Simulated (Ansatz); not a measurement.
System: SrCl2 (charge +1, doublet). 
Geometry from a B3LYP-D3(BJ)/def2-TZVP (Ansatz, an electronic-structure program) optimisation:
```xyz
3

Sr    -0.3341    -0.8441    -0.5854
Cl     1.3492     1.1962    -0.2672
Cl    -0.6025     0.6906     1.5757
```
Charge +1, spin multiplicity 2.

Parts of the frozen-core correlation energy in def2-SVP (Ansatz, hartree). Frozen orbitals: 14; correlated occupied orbitals by spin: 8 and 7; virtual: 37 and 38. UHF or UKS for open shells. No spin-orbit coupling. In def2 rows, elements after Kr have scalar-relativistic effective core potentials. The program attaches cautions to this run: other roots.

```
term                            value
-------------------------  ----------
reference (HF)             -948.93244
MP2 opposite-spin            -0.19753
MP2 same-spin                -0.07393
CCSD correlation             -0.29744
(T)                          -0.00641
T1 diagnostic                   0.012
largest doubles amplitude       0.041
<S^2> of the reference          0.770
```
